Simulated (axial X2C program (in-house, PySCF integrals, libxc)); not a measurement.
## Working with the constants of NiTe⁺

A bond curve at the PBE0 level, two-component, was computed with an in-house relativistic program for diatomic molecules (basis Te dyall-cv3z [11s12p8d4f1g], Ni dyall-cv3z [9s9p6d3f2g] (cores contracted in-house)) for the state Ω = 3/2 (⟨Sz⟩ = 1.47, ⟨Lz⟩ = 0.03 at PBE0). Its fit gives Re = 2.4144 Å, ωe = 235.5 cm⁻¹, ωexe = 1.02 cm⁻¹ and αe = 3.693e-04 cm⁻¹; the masses are 129.9062 and 57.9353 u. Two-component means X2C with spin–orbit coupling and atomic mean-field Coulomb and Gaunt terms.

Task: Find the reduced mass, Be and the force constant.

Result: From the PBE0 values: μ = 40.0665 u. Be = 16.8576/(μ Re²) = 0.07218 cm⁻¹. k = 5.8918×10⁻⁷ μ ωe² = 1.31 mdyn/Å.

Task: A Morse curve ties αe to the other constants (Pekeris). How well does that hold?

Result: αe(Morse) = 6Be²/ωe × (√(ωexe/Be) − 1) = 3.662e-04 cm⁻¹; the PBE0 curve gives 3.693e-04 cm⁻¹, a ratio of 0.99.

Task: Where do the fundamental and the first overtone lie?

Result: ν(1←0) = ωe − 2ωexe = 233.5 cm⁻¹; ν(2←0) = 2ωe − 6ωexe = 464.9 cm⁻¹.

Task: Estimate the centrifugal constant by the Kratzer relation.

Result: D = 4Be³/ωe² = 2.71e-08 cm⁻¹.

One determinant describes the state; a PBE0 search over occupations chose it and may have missed a lower one. Density functionals use the spin component along the axis (collinear). Other states lie close and PBE0, whose exact exchange favours high spin, may order them wrongly; the determinant shown need not be the ground state. The nearest other 2c determinant of the search, Ω = 7/2, lies 0.02 eV up at the distance of the search. With several unpaired electrons one determinant need not be a pure state. This is the top spin component of a Σ state; components of lower Ω are not single determinants and can lie lower. The levels of this run spread widely (ωe from 207 to 270 cm⁻¹), so these constants depend on the method.
